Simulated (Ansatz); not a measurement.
Coupled-cluster diagnostics for the cluster Sn2S4, Ansatz.

Geometry of the singlet (PBE-D4/def2-SVP):

Cartesian coordinates in Å:
```
Sn 0.710 0.865 1.555
Sn -0.707 -0.867 -1.560
S 0.033 1.582 -0.931
S -0.039 -1.582 0.929
S 1.496 0.372 -1.941
S -1.493 -0.370 1.948
```

In the def2 sets Sn takes a core potential; there is no spin–orbit coupling. Correlated methods freeze 28 core orbitals; core or outer-core shells of Sn are correlated, in sets that lack core-valence functions. The structure comes from a short search, and lower isomers may exist.

Geometry of the charge 0 triplet (PBE-D4/def2-SVP):

```tsv
atom	x (Å)	y (Å)	z (Å)
Sn1	0.098	-0.922	1.664
Sn2	-0.708	0.388	-2.285
S3	2.116	-0.149	0.216
S4	-1.818	0.422	0.097
S5	0.840	-1.319	-1.017
S6	-0.527	1.580	1.325
```

Geometry of the charge 0 quintet (PBE-D4/def2-SVP):

```xyz
6

Sn   -1.062   -0.206    1.369
Sn    1.062    0.206   -1.369
S     1.373    0.563    1.156
S    -1.373   -0.563   -1.156
S     2.308   -1.746   -0.566
S    -2.308    1.746    0.566
```

Problem. Estimate the CCSD(T) correlation energy, the shares of MP2 and (T), T1 and the reference's ⟨S²⟩ for: charge 0, singlet, own geometry in def2-SVP; charge 0, triplet, own geometry in def2-SVP; charge 0, quintet, own geometry in def2-SVP; charge 1, doublet, vertical in def2-SVP; and the rough time on 4 threads of Arm Neoverse V1 on a shared host.

Solution. 
```
                          state     basis  correlation (eV)  MP2 share (%)  (T) share (%)     T1  ⟨S²⟩ (pure)  wall time            remarks
charge 0, singlet, own geometry  def2-SVP           -21.098           88.5            4.6  0.017  0.00 (0.00)       18 s                  –
charge 0, triplet, own geometry  def2-SVP           -21.138           87.9            5.0  0.026  2.07 (2.00)       88 s                  –
charge 0, quintet, own geometry  def2-SVP           -20.279           85.1            5.1  0.043  6.15 (6.00)       94 s  spin-contaminated
    charge 1, doublet, vertical  def2-SVP           -20.932           86.7            5.1  0.040  0.77 (0.75)       94 s                  –
```
Customary marks for T1 are 0.02 (closed shells), 0.045 (open shells) and about 0.05 (3d metals). T1 exceeds 0.02 in 3 of 4 rows and 0.045 in 0; the higher it lies, the less the single-reference result can be trusted.
